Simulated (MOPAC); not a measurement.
Input file for MOPAC: PM6 on GaH3 (SMILES [GaH3]), a point of a bond scan (R = 3.140 Å).

```
PM6 1SCF PRECISE CHARGE=0 THREADS=1
GaH3

Ga    -0.00000000 1     0.00000000 1    -0.00000000 1
H      3.13185402 1    -0.21800276 1    -0.04100898 1
H     -0.87742328 1    -1.30173746 1     0.00609279 1
H     -0.68850373 1     1.41073884 1     0.01441170 1
```

The log:

```
*******************************************************************************
 **                                                                           **
 **                              MOPAC v23.2.5                                **
 **                                                                           **
 *******************************************************************************
 ** MOPAC's Digital Object Identifier: https://doi.org/10.5281/zenodo.6511958 **
 **                                                                           **
 ** Please cite the open-source release paper for use of this MOPAC version:  **
 ** J. E. Moussa and J. J. P. Stewart (2026)                                  **
 ** MOPAC: An open-source semiempirical molecular orbital program             **
 ** J. Open Source Softw., 11(119), 8025, https://doi.org/10.21105/joss.08025 **
 *******************************************************************************

                              PM6 CALCULATION RESULTS

 *******************************************************************************
 *  PM6        - The PM6 Hamiltonian to be used
 *
 *
 *
 *                 CHARGE ON SYSTEM = 0
 *
 *
 *
 *  PRECISE    - TIGHTER CRITERIA TO BE USED
 *  1SCF       - DO 1 SCF AND THEN STOP
 *  THREADS=1  - MULTI-THREADING NOT USED
 *  T=         - A TIME OF 172800.0 SECONDS REQUESTED
 *  DUMP=N     - RESTART FILE WRITTEN EVERY 7200.0 SECONDS REQUESTED
 *******************************************************************************
PM6 1SCF PRECISE CHARGE=0 THREADS=1
 GaH3

   ATOM   CHEMICAL          X               Y               Z
  NUMBER   SYMBOL      (ANGSTROMS)     (ANGSTROMS)     (ANGSTROMS)

     1      Ga         -0.00000000  *   0.00000000  *  -0.00000000  *
     2       H          3.13185402  *  -0.21800276  *  -0.04100898  *
     3       H         -0.87742328  *  -1.30173746  *   0.00609279  *
     4       H         -0.68850373  *   1.41073884  *   0.01441170  *



          CARTESIAN COORDINATES

    NO.       ATOM           X           Y           Z

     1        Ga         -0.0000      0.0000     -0.0000
     2         H          3.1319     -0.2180     -0.0410
     3         H         -0.8774     -1.3017      0.0061
     4         H         -0.6885      1.4107      0.0144

 General Reference for PM6:
 "Optimization of Parameters for Semiempirical Methods V: Modification of NDDO Approximations
 and Application to 70 Elements", J. J. P. Stewart, J. Mol. Mod., 13, 1173-1213 (2007)
 URL: https://link.springer.com/article/10.1007/s00894-007-0233-4

           Empirical Formula: H3 Ga  =     4 atoms



      MOLECULAR POINT GROUP   :   C2v


      RHF CALCULATION, NO. OF DOUBLY OCCUPIED LEVELS = 3


 -------------------------------------------------------------------------------
 PM6 1SCF PRECISE CHARGE=0 THREADS=1
 GaH3



     1SCF WAS SPECIFIED, SO BFGS WAS NOT USED
     SCF FIELD WAS ACHIEVED


                              PM6 CALCULATION
                                                       MOPAC v23.2.5 Linux




          FINAL HEAT OF FORMATION =        149.00386 KCAL/MOL =     623.43214 KJ/MOL


          COSMO AREA              =         80.11 SQUARE ANGSTROMS
          COSMO VOLUME            =         58.12 CUBIC ANGSTROMS

          IONIZATION POTENTIAL    =          7.646623 EV
          HOMO LUMO ENERGIES (EV) =         -7.647 -1.717
          NO. OF FILLED LEVELS    =          3
          MOLECULAR WEIGHT        =         72.7587         POINT GROUP:  C2v

          MOLECULAR DIMENSIONS (Angstroms)

            Atom       Atom       Distance
            H     4    H     2     4.15343
            H     3    H     2     2.56927
            H     4    H     3     0.00000


          SCF CALCULATIONS        =          1





   ATOM   CHEMICAL          X               Y               Z
  NUMBER   SYMBOL      (ANGSTROMS)     (ANGSTROMS)     (ANGSTROMS)

     1      Ga         -0.00000000  *   0.00000000  *  -0.00000000  *
     2       H          3.13185402  *  -0.21800276  *  -0.04100898  *
     3       H         -0.87742328  *  -1.30173746  *   0.00609279  *
     4       H         -0.68850373  *   1.41073884  *   0.01441170  *

                             CARTESIAN COORDINATES

   1   Ga       -0.000000000     0.000000000    -0.000000000
   2    H        3.131854020    -0.218002760    -0.041008980
   3    H       -0.877423280    -1.301737460     0.006092790
   4    H       -0.688503730     1.410738840     0.014411700


           Empirical Formula: H3 Ga  =     4 atoms



      MOLECULAR POINT GROUP   :   C2v


                  EIGENVALUES
 -16.73290 -11.81325  -7.64662  -1.71735  -0.21600   3.89645   4.65884


              NET ATOMIC CHARGES AND DIPOLE CONTRIBUTIONS

  ATOM NO.   TYPE          CHARGE      No. of ELECS.   s-Pop       p-Pop
    1         Ga          -0.480302        3.4803     1.48648     1.99382
    2          H           0.193104        0.8069     0.80690
    3          H           0.143599        0.8564     0.85640
    4          H           0.143599        0.8564     0.85640
 DIPOLE           X         Y         Z       TOTAL
 POINT-CHG.     1.825    -0.127    -0.024     1.829
 HYBRID        -0.552     0.038     0.007     0.553
 SUM            1.273    -0.089    -0.017     1.276


          ATOMIC ORBITAL ELECTRON POPULATIONS

     Atom    s        px        py        pz
    1 Ga   1.48648   0.97819   1.01546   0.00018
    2  H   0.80690
    3  H   0.85640
    4  H   0.85640

 **********************
 *                    *
 * JOB ENDED NORMALLY *
 *                    *
 **********************




 == MOPAC DONE ==
```

The run finished.

Cost: roughly 0.020 core-seconds.
